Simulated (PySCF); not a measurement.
Molecule: 4-amino-1-fluorobenzene, C$_{6}$H$_{6}$FN.

Molfile (atoms numbered from 1):
```
C6H6FN
     RDKit          3D

 14 14  0  0  0  0  0  0  0  0999 V2000
    2.4299   -0.0533    0.1095 N   0  0  0  0  0  0  0  0  0  0  0  0
    1.0551    0.0874    0.0379 C   0  0  0  0  0  0  0  0  0  0  0  0
    0.4453    1.3406    0.2174 C   0  0  0  0  0  0  0  0  0  0  0  0
   -0.9393    1.4765    0.1950 C   0  0  0  0  0  0  0  0  0  0  0  0
   -1.7344    0.3563   -0.0075 C   0  0  0  0  0  0  0  0  0  0  0  0
   -3.0656    0.4848   -0.0334 F   0  0  0  0  0  0  0  0  0  0  0  0
   -1.1614   -0.8957   -0.1865 C   0  0  0  0  0  0  0  0  0  0  0  0
    0.2235   -1.0272   -0.1635 C   0  0  0  0  0  0  0  0  0  0  0  0
    2.9714    0.7813   -0.0726 H   0  0  0  0  0  0  0  0  0  0  0  0
    2.8155   -0.8739   -0.3385 H   0  0  0  0  0  0  0  0  0  0  0  0
    1.0689    2.2235    0.3808 H   0  0  0  0  0  0  0  0  0  0  0  0
   -1.4121    2.4507    0.3329 H   0  0  0  0  0  0  0  0  0  0  0  0
   -1.8069   -1.7618   -0.3447 H   0  0  0  0  0  0  0  0  0  0  0  0
    0.6716   -2.0148   -0.3010 H   0  0  0  0  0  0  0  0  0  0  0  0
  1  2  1  0
  2  3  1  0
  3  4  2  0
  4  5  1  0
  5  6  1  0
  5  7  2  0
  7  8  1  0
  8  2  2  0
  1  9  1  0
  1 10  1  0
  3 11  1  0
  4 12  1  0
  7 13  1  0
  8 14  1  0
M  END
```

Spin–spin couplings on one PBE0-D3(BJ)/def2-SVP geometry, PySCF 2.14.0 with density-fitted response routines, gas phase, non-relativistic, equivalent pairs averaged (spin–dipole term only in couplings to heteroatoms); isotopes ¹³C, ¹⁹F; functional B3LYP.

Reference values (Hz): ¹J(C5,F6) = 233.2 (measured; liquid or solution; F. J. Weigert, PhD thesis, Caltech 1968 (Carbon-13 magnetic resonance spectroscopy)); ²J(C4,F6) = 22.4 (measured; liquid or solution; F. J. Weigert, PhD thesis, Caltech 1968 (Carbon-13 magnetic resonance spectroscopy)); ³J(C3,F6) = 7.5 (measured; liquid or solution; F. J. Weigert, PhD thesis, Caltech 1968 (Carbon-13 magnetic resonance spectroscopy)).

**Question.** How do the couplings (Hz) change with the basis set? Times are CPU seconds on 1 thread of an Arm Neoverse V2, shared host. Far from the basis limit: pcJ-0, 6-31G*, def2-TZVP, cc-pVTZ.

**Answer.** 
```tsv
basis set	functions	¹J(C5,F6)	²J(C4,F6)	³J(C3,F6)	mean abs. error	core-s
pcJ-0	122	-373.3	-5.3	-4.5	53.4	16
6-31G*	124	-181.0	18.5	1.6	20.6	17
pcJ-1	276	-303.0	20.3	4.0	25.1	64
def2-TZVP	284	-333.3	20.7	4.9	34.8	66
cc-pVTZ	324	-305.9	12.8	3.6	28.7	78
```

Errors compare magnitudes, without vibrational corrections, and the largest couplings weigh most in the mean. Closest: 6-31G*; furthest: pcJ-0.

The Fermi-contact term samples the wavefunction at the nucleus, which is why sets with added tight s functions (names with J) are made for couplings. Agreement of an ordinary basis with the reference is then largely a cancellation of errors.
